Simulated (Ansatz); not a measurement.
`O=C=[N][Sn]([Cl])([Cl])[Cl]` + `OCC(F)(F)F` → `FC(F)(F)C[O][Sn]([Cl])([Cl])[Cl]` + `N=C=O`  (ligand exchange at the Sn–N bond)

Isolated molecules relaxed with PBE0-D4/def2-TZVP in Ansatz; ΔE leaves out vibrations. CBS: MP2 limit from def2 TZ/QZ plus the TZ coupled-cluster correction, frozen cores. This one scheme is used for every species. Functionals use def2-TZVPP. HSE06 is defined as in plane-wave codes. Elements past krypton have def2 core potentials. For Sn outer-core shells are correlated without core-valence functions, which leaves a few kJ/mol of doubt a bond. Each species was taken in one conformer, which may not be the lowest.

`O=C=[N][Sn]([Cl])([Cl])[Cl]`:

```xyz
7

O    -2.696    1.439   -0.340
C    -1.667    0.944   -0.552
N    -0.608    0.450   -0.859
Sn    0.833   -0.454    0.162
Cl    2.420   -1.096   -1.344
Cl   -0.014   -2.283    1.247
Cl    1.731    1.000    1.685
```

`OCC(F)(F)F`:

```xyz
9

O    -0.415   -1.444    0.595
C     0.498   -0.483    0.162
C    -0.167    0.846   -0.134
F    -0.748    1.379    0.939
F    -1.119    0.702   -1.073
F     0.729    1.725   -0.597
H    -1.040   -1.621   -0.115
H     1.219   -0.323    0.965
H     1.043   -0.780   -0.742
```

`FC(F)(F)C[O][Sn]([Cl])([Cl])[Cl]`:

Cartesian coordinates in Å:
```
F 2.427 1.011 -0.299
C 1.266 1.333 -0.868
F 1.486 1.516 -2.177
F 0.867 2.495 -0.353
C 0.227 0.245 -0.686
O 0.010 0.071 0.686
Sn -1.217 -1.274 1.348
Cl -0.537 -3.328 0.592
Cl -3.313 -0.835 0.529
Cl -1.159 -1.149 3.620
H 0.618 -0.656 -1.172
H -0.675 0.571 -1.218
```

`N=C=O`:

Cartesian coordinates in Å:
```
N 0.596 0.212 -0.432
C -0.416 -0.261 0.030
O -1.404 -0.778 0.350
H 1.224 0.827 0.052
```

```json
{"level": "BLYP-D4", "ΔE (kJ/mol)": "14.0"}
{"level": "BHLYP-D4", "ΔE (kJ/mol)": "27.7"}
{"level": "revPBE", "ΔE (kJ/mol)": "21.3"}
{"level": "r2SCAN0", "ΔE (kJ/mol)": "27.4"}
{"level": "HSE06", "ΔE (kJ/mol)": "27.7"}
{"level": "LC-ωPBE", "ΔE (kJ/mol)": "28.0"}
{"level": "CCSD(T)/def2-TZVPP", "ΔE (kJ/mol)": "26.6"}
{"level": "SCS-MP2/def2-QZVPP", "ΔE (kJ/mol)": "26.7"}
```

Q: What does CCSD(T)/CBS give? (Best estimate.)

A: Ansatz gave: +23.2 kJ/mol. The listed levels differ from it by -9.2, 4.5, -1.9, 4.2, 4.5, 4.8, 3.4, 3.5 kJ/mol.

Largest T1 diagnostic among the species: 0.018.

In def2-TZVPP, CCSD(T) changes the Hartree–Fock value by −12.3 kJ/mol (the triples alone add −2.2 kJ/mol) and MP2 by −9.8 kJ/mol. From PBE to PBE0 (25 % exact exchange), in def2-TZVPP and without D4, ΔE moves by +7.8 kJ/mol.

CCSD(T)/CBS has its own doubt, a few kJ/mol and more with outer-core shells, so smaller differences from it don't rank the levels.
